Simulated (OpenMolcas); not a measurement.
**Te V: effect of the active space**

```json
{"Program": "OpenMolcas 26.06", "Method": "CASSCF or its RAS form", "Basis": "ANO-R3", "Scalar Hamiltonian": "X2C, finite nucleus", "Spin-orbit coupling": "state interaction with AMFI integrals over the reference wave functions, term energies averaged over their components"}
```

A. 2 electrons in 4 orbitals (5s 5p); 2S+1 = 3 even, 3 roots; 2S+1 = 1 even, 7 roots; 2S+1 = 3 odd, 3 roots; 2S+1 = 1 odd, 3 roots; cost of the order of 60 core-seconds
B. 2 electrons in 9 orbitals (RAS2 5s 5p; RAS3 5d, at most 2 electrons); 2S+1 = 3 even, 3 roots; 2S+1 = 1 even, 7 roots (6 in the spin-orbit step); 2S+1 = 3 odd, 3 roots; 2S+1 = 1 odd, 3 roots; cost of the order of 40 core-seconds

Energies in cm-1 above 5s2 1S0, the measured ground level; measured values from Moore, Atomic Energy Levels, vol. III, NSRDS-NBS 35 (1971 reprint of NBS Circular 467, 1958).

```csv
Level,A,B,Measured
5s2 1S0,0.0,0.0,0.0
5s 5p 3P* 0,70904,70092,
5s 5p 3P* 1,73603,72726,
5s 5p 3P* 2,80073,79228,
5s 5p 1P* 1,120046,113554,111707
```

Between A and B the level of the table that moves most is 5s 5p 1P* 1, by 6500 cm-1 (lowest in B, highest in A).

Some high roots are left out of the spin-orbit mixing, which shifts the levels that they would mix with (holds for B). Active for correlation alone: 5d; no level in the range computed is led by a configuration that fills it, so any true level of that kind is missing (holds for B). Levels of configurations outside the active space are missing. Levels that lie high or do not pair safely by name in every column are left out.

* marks odd parity.
